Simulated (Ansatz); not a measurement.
This geometry of C3H9AlSi (14 atoms, charge 0, multiplicity 1) is a first-order saddle point.

The calculation used RHF/6-31G in Ansatz.

```xyz
14
Properties=species:S:1:pos:R:3
C -1.660 -1.164 0.725
C -0.422 -0.807 0.357
Al 1.146 -1.490 1.359
Si -0.219 0.332 -1.161
C 0.597 2.009 -0.717
H -1.871 -1.809 1.565
H -2.547 -0.836 0.205
H 1.877 -2.846 0.916
H 1.727 -0.687 2.621
H 0.644 -0.349 -2.182
H -1.566 0.573 -1.770
H 1.588 1.872 -0.296
H 0.694 2.628 -1.602
H -0.002 2.546 0.009
```

Which two structures does it join? (They come from a converged band through this point; their orientation in space is the band's.)

No bond is made or broken. The dihedral Si4–C2–Al3–H9 goes from -179 to 1°. The two ends are copies of one structure, up to a mirror image or an exchange of like atoms.

Initial state:

```xyz
14
Properties=species:S:1:pos:R:3
C -1.636 -0.546 1.282
C -0.468 -0.567 0.621
Al 1.113 -1.253 1.568
Si -0.390 0.043 -1.180
C 0.789 1.541 -1.380
H -1.737 -0.877 2.304
H -2.556 -0.197 0.839
H 2.550 -1.294 0.861
H 0.928 -1.767 3.075
H 0.090 -1.064 -2.071
H -1.770 0.426 -1.627
H 1.801 1.279 -1.093
H 0.809 1.877 -2.411
H 0.464 2.370 -0.760
```

Final state:

```xyz
14
Properties=species:S:1:pos:R:3
C -1.641 -0.568 1.277
C -0.470 -0.572 0.621
Al 1.116 -1.244 1.570
Si -0.392 0.051 -1.176
C 0.792 1.545 -1.378
H -1.743 -0.911 2.294
H -2.563 -0.225 0.832
H 0.932 -1.765 3.075
H 2.556 -1.264 0.868
H 0.083 -1.053 -2.074
H -1.771 0.441 -1.618
H 1.804 1.281 -1.088
H 0.816 1.874 -2.411
H 0.468 2.379 -0.764
```

How far does it lie above each of them?

0.187 eV above the first and 0.187 eV above the second. This is the barrier of this one path; another mechanism may lie lower. Limits of this set-up: no polarisation functions.

The run took 2.1 min on 1 thread of Arm Neoverse V1, with other jobs on the host, peak memory 0.15 GiB.
